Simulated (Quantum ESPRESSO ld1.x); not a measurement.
Q: The mean radii <r> (bohr) of the occupied orbitals of an atom or ion are listed with their occupations. All-electron calculation, scalar-relativistic Kohn-Sham, LDA (Slater exchange, Perdew-Zunger correlation), spin-polarised, spherical densities, point nucleus. Program: ld1.x of Quantum ESPRESSO 7.5.

orbital  occ.      <r>
1s up       1  0.01933
1s down     1  0.01933
2s up       1  0.08188
2s down     1  0.08188
2p up       3  0.07294
2p down     3  0.07294
3s up       1   0.2128
3s down     1   0.2128
3p up       3   0.2125
3p down     3   0.2125
3d up       5   0.1925
3d down     5   0.1925
4s up       1   0.4782
4s down     1   0.4782
4p up       3   0.5081
4p down     3   0.5081
4d up       5   0.5478
4d down     5   0.5477
5s up       1    1.172
5s down     1    1.169
5p up       3    1.398
5p down     3    1.389
4f up       7   0.7261
4f down     7   0.7211
6s up       1    3.355
5d up       1    2.540
7s up       1    8.924

Name the element and its charge. Open shells, if any, are filled with parallel spins first.

A: Z = 71, lutetium, charge 0: Lu in [Xe] 4f14 5d1 6s1 7s1. The 1s radius gives Z: for a bare nucleus <r> = (2 gamma + 1)/(2Z) with gamma = sqrt(1 - (Z/c)^2), 0.01909 bohr for Z = 71, and screening makes it slightly larger (0.01933 here). The occupations add up to 71, and the charge is Z minus that.
